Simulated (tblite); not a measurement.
Compound: C₄H₁₂OSi₃.
Atom-mapped SMILES: `[O:1]=[CH:2][Si@@H:3]1[CH2:4][C@@H:5]([CH2:6][SiH3:7])[SiH2:8]1` (hydrogens: H9 on C2; H10 on Si3; H11, H12 on C4; H13 on C5; H14, H15 on C6; H16, H17, H18 on Si7; H19, H20 on Si8)

Computed with GFN2-xTB (tblite), gas phase: L-BFGS steps from a force-field or distance-geometry start until the largest atomic force falls under 0.01 eV/Å.

Step 8: E = -648.7770 eV
```
atom  x, y, z in Å  |  force x, y, z in eV/Å
O1      3.7158    2.0624    0.4220    0.256  -0.008   0.100
C2      2.9252    1.5677   -0.3415   -0.071  -0.041   0.033
Si3     2.3479   -0.2596   -0.1762   -0.217  -0.113  -0.216
C4      0.5700   -0.4491   -0.9565    0.044  -0.087   0.032
C5     -0.2637    0.0319    0.2527    0.201   0.135   0.240
C6     -1.6748   -0.5165    0.4211    0.097   0.017  -0.040
Si7    -2.9603    0.0148   -0.8723   -0.045   0.008  -0.056
Si8     0.9763   -0.4302    1.6822   -0.029  -0.002   0.058
H9      2.4345    2.2380   -1.0751   -0.112  -0.069  -0.170
H10     3.3995   -1.1985   -0.6026   -0.057   0.199  -0.080
H11     0.3166    0.0588   -1.8908    0.070  -0.018   0.144
H12     0.3700   -1.5114   -1.1073    0.027   0.000  -0.116
H13    -0.3187    1.1246    0.1909   -0.099   0.035   0.041
H14    -1.6269   -1.6057    0.4697   -0.003  -0.044  -0.014
H15    -2.0264   -0.1816    1.4003   -0.069  -0.050   0.024
H16    -2.5582   -0.4563   -2.1994   -0.015   0.041  -0.008
H17    -3.1059    1.4773   -0.8654    0.056  -0.085  -0.023
H18    -4.2481   -0.5914   -0.5088    0.053   0.028  -0.041
H19     0.9854    0.4657    2.8461   -0.074  -0.132  -0.028
H20     0.7367   -1.8301    2.0872   -0.012   0.186   0.119
```

Step 9: E = -648.7893 eV
```
atom  x, y, z in Å  |  force x, y, z in eV/Å
O1      3.7256    2.0600    0.4198    0.131  -0.021  -0.017
C2      2.9283    1.5674   -0.3399   -0.048  -0.049   0.019
Si3     2.3534   -0.2638   -0.1811   -0.310  -0.046  -0.141
C4      0.5714   -0.4519   -0.9560   -0.029  -0.024   0.074
C5     -0.2591    0.0346    0.2560    0.110   0.077   0.217
C6     -1.6715   -0.5223    0.4210    0.087   0.070  -0.056
Si7    -2.9579    0.0147   -0.8763    0.028  -0.021  -0.010
Si8     0.9810   -0.4257    1.6868   -0.032  -0.020  -0.001
H9      2.4296    2.2310   -1.0802   -0.027  -0.073  -0.055
H10     3.4088   -1.1893   -0.6167   -0.028   0.153  -0.088
H11     0.3029    0.0669   -1.8803    0.138  -0.058   0.109
H12     0.3630   -1.5135   -1.1113    0.048   0.062  -0.096
H13    -0.3239    1.1299    0.1892   -0.070  -0.087   0.050
H14    -1.6293   -1.6146    0.4689    0.035   0.064  -0.013
H15    -2.0261   -0.1835    1.3991   -0.061  -0.082  -0.007
H16    -2.5597   -0.4548   -2.2060   -0.014   0.044   0.009
H17    -3.1047    1.4767   -0.8676    0.063  -0.078  -0.022
H18    -4.2450   -0.5888   -0.5114    0.030   0.014  -0.037
H19     0.9767    0.4584    2.8588   -0.054  -0.096  -0.031
H20     0.7314   -1.8207    2.1034    0.000   0.171   0.095
```

Step 10: E = -648.7989 eV
```
atom  x, y, z in Å  |  force x, y, z in eV/Å
O1      3.7350    2.0572    0.4173    0.000  -0.052  -0.131
C2      2.9301    1.5667   -0.3376   -0.027  -0.058   0.003
Si3     2.3519   -0.2680   -0.1879   -0.260   0.040  -0.035
C4      0.5718   -0.4543   -0.9538   -0.092   0.029   0.100
C5     -0.2538    0.0376    0.2624   -0.023  -0.001   0.114
C6     -1.6672   -0.5253    0.4203    0.045   0.081  -0.034
Si7    -2.9557    0.0142   -0.8795    0.095  -0.045   0.033
Si8     0.9840   -0.4226    1.6905    0.003  -0.019  -0.040
H9      2.4254    2.2242   -1.0852    0.051  -0.073   0.053
H10     3.4145   -1.1790   -0.6287   -0.011   0.112  -0.096
H11     0.2958    0.0718   -1.8703    0.158  -0.054   0.053
H12     0.3587   -1.5143   -1.1163    0.042   0.081  -0.062
H13    -0.3292    1.1331    0.1891   -0.028  -0.137   0.061
H14    -1.6302   -1.6198    0.4680    0.070   0.136  -0.018
H15    -2.0273   -0.1867    1.3979   -0.050  -0.095  -0.034
H16    -2.5610   -0.4528   -2.2107   -0.007   0.039   0.005
H17    -3.1025    1.4748   -0.8697    0.065  -0.051  -0.021
H18    -4.2421   -0.5867   -0.5140    0.009  -0.001  -0.029
H19     0.9693    0.4509    2.8673   -0.038  -0.044  -0.008
H20     0.7275   -1.8103    2.1174   -0.002   0.112   0.086
```

**Question.** Estimate the geometry and energy of step 11. (The exact step hangs on the optimiser's Hessian estimate; all steps are aligned on step 10, rigid shifts and turns removed.)

**Answer.** E = -648.8066 eV, largest force 0.219 eV/Å
```
atom  x, y, z in Å  |  force x, y, z in eV/Å
O1      3.7425    2.0541    0.4132   -0.078  -0.079  -0.189
C2      2.9305    1.5648   -0.3359   -0.016  -0.065  -0.015
Si3     2.3457   -0.2709   -0.1942   -0.111   0.088   0.059
C4      0.5703   -0.4555   -0.9501   -0.123   0.056   0.087
C5     -0.2500    0.0395    0.2696   -0.127  -0.064   0.000
C6     -1.6630   -0.5258    0.4193   -0.015   0.057   0.006
Si7    -2.9525    0.0131   -0.8813    0.113  -0.050   0.049
Si8     0.9861   -0.4206    1.6931    0.040  -0.005  -0.041
H9      2.4230    2.2177   -1.0883    0.089  -0.057   0.106
H10     3.4179   -1.1685   -0.6395   -0.023   0.093  -0.095
H11     0.2939    0.0743   -1.8619    0.140  -0.019  -0.007
H12     0.3565   -1.5133   -1.1215    0.019   0.064  -0.025
H13    -0.3338    1.1331    0.1904    0.008  -0.115   0.073
H14    -1.6295   -1.6209    0.4669    0.094   0.145  -0.026
H15    -2.0293   -0.1910    1.3963   -0.045  -0.084  -0.034
H16    -2.5621   -0.4505   -2.2141    0.003   0.027  -0.007
H17    -3.0994    1.4721   -0.8717    0.065  -0.021  -0.019
H18    -4.2396   -0.5851   -0.5166    0.003  -0.012  -0.022
H19     0.9629    0.4443    2.8732   -0.026   0.006   0.017
H20     0.7246   -1.8002    2.1296   -0.010   0.034   0.084
```

The energy changes by -0.0077 eV. The first-order estimate −F·Δx gives -0.0107 eV and the mean of the old and new forces, exact on a quadratic surface, -0.0077 eV. The step makes an angle of 57° with the force vector and moves no atom by more than 0.016 Å.

The cost below is that of the whole relaxation. Hardware: an Intel Xeon Platinum 8488C with one thread, no GPU, shared host. Cost: 1.4 s of wall time.
